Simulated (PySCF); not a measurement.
Molecule: CH3Se2, charge 0, multiplicity 2. It need not be the lowest isomer of its formula. SMILES: C[Se][Se]
Structure (B3LYP-D3(BJ)/def2-TZVP (Ansatz) minimum search):
```xyz
6

Se     1.1726     0.4092     0.4878
Se    -0.6656    -0.1518    -0.6899
C     -1.8461    -0.9275     0.6865
H     -2.7667    -1.2261     0.1870
H     -2.0457    -0.1719     1.4406
H     -1.3506    -1.7884     1.1258
```
Charge 0, spin multiplicity 2.

Dispersion corrections to the total energy (kcal/mol) from the dftd3 and dftd4 libraries through PySCF: D3(BJ) without and D4 with the three-body term, each with the damping fitted for the functional named.

| functional | D3(BJ) | D4 |
|---|---|---|
| TPSSh | ? | -3.73 |
| PBE0 | -2.84 | -2.61 |
| PW6B95 | ? | -2.57 |
| BP86 | -5.77 | -4.28 |
| B2GP-PLYP | ? | -1.30 |
| TPSS | -4.08 | -4.16 |
| HSE06 | -2.38 | -2.47 |

Q: Fill in the missing entries.

A: 
- TPSSh, D3(BJ): -3.81
- PW6B95, D3(BJ): -2.05
- B2GP-PLYP, D3(BJ): -3.61
